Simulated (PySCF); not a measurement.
# Static response to an electric field

Compound: C₅H₄F₂O₂.
Cartesian coordinates in Å at the GFN2-xTB level; atoms count from 1:
```xyz
13
C5H4F2O2 angstrom
O      0.9789   -0.1070   -1.9023
C      1.3180   -0.2189   -0.7536
O      2.4519   -0.7840   -0.3609
C      0.4874    0.2695    0.3907
F      1.1191    0.2392    1.5983
C     -0.5089    1.3898    0.1413
C     -0.9734    0.0243    0.3603
C     -1.9413   -0.8474    0.4687
F     -1.7148   -2.1445    0.7166
H      2.9614   -1.1007   -1.1239
H     -0.5404    1.7917   -0.8621
H     -0.6470    2.1135    0.9322
H     -2.9953   -0.6251    0.3770
```

Level: CAM-B3LYP/def2-SVPD (PySCF), static field, nuclei fixed, core orbitals frozen in the response. The polarisability tensor in these axes (au):

```
x   77.52  4.00 -3.93
y    4.00 65.42 -1.59
z   -3.93 -1.59 57.66
```

Q: What are the eigenvalues, a third of the trace, and Δα (Δα² = ½Σ(αi − αj)² over the three pairs)?

A: Principal values 56.82, 64.23 and 79.53 au; mean 66.86 au = 9.91 Å³ = 11.02 × 10⁻⁴⁰ C²·m²/J; Δα = 20.06 au (30 % of the mean).

Q: What is the dipole moment, and where does it point?

A: (-0.59, 1.36, -0.30) D, 1.52 D in size, pointing from the negative to the positive side. Measured along this direction, the outermost atoms are H10 at the negative end and H11 and H12 at the positive end.

Q: Sum over states: ᾱ = Σ f/ω², ω in Eh. What share falls to these 8 lowest TDDFT singlets (eV, f)? 5.87, 0.0018; 6.67, 0.0609; 6.83, 0.0074; 7.14, 0.3045; 7.40, 0.0528; 7.67, 0.1313; 7.82, 0.0329; 7.94, 0.0185.

A: They add up to 8.58 au, 12.8 % of the 66.86 au; the largest single term is 4.43 au, from the state at 7.14 eV. Terms in order: 0.04, 1.01, 0.12, 4.43, 0.71, 1.65, 0.40, 0.22 au. Higher excitations give the rest. The strengths listed sum to 0.610.

Q: What depolarisation ratio follows for Rayleigh scattering of linearly polarised light, taking the static tensor?

A: ρ = 3Δα²/(45ᾱ² + 4Δα²) = 1207.3/(201183 + 1609.8) = 0.00595.

Q: In a dilute gas of rigid molecules at 273 K, how does the orientational term μ²/3kT compare with the electronic polarisability?

A: In Gaussian units μ²/3kT = 20.32 Å³ against 9.91 Å³, a ratio of 2.05; the Debye molar polarisation (4π/3)N_A(α + μ²/3kT) is 76.2 cm³/mol, leaving out the vibrational part.

Q: Give the principal axes and the span of the nuclei along them.

A: Largest value along (0.94, 0.29, -0.19), where the nuclei span 5.74 Å; middle along (-0.30, 0.95, -0.05), 4.04 Å; least along (0.17, 0.10, 0.98), 3.49 Å. The response follows the extents in order.

The structure is a single GFN2-xTB conformer in the gas phase; no vibrational or solvent corrections.
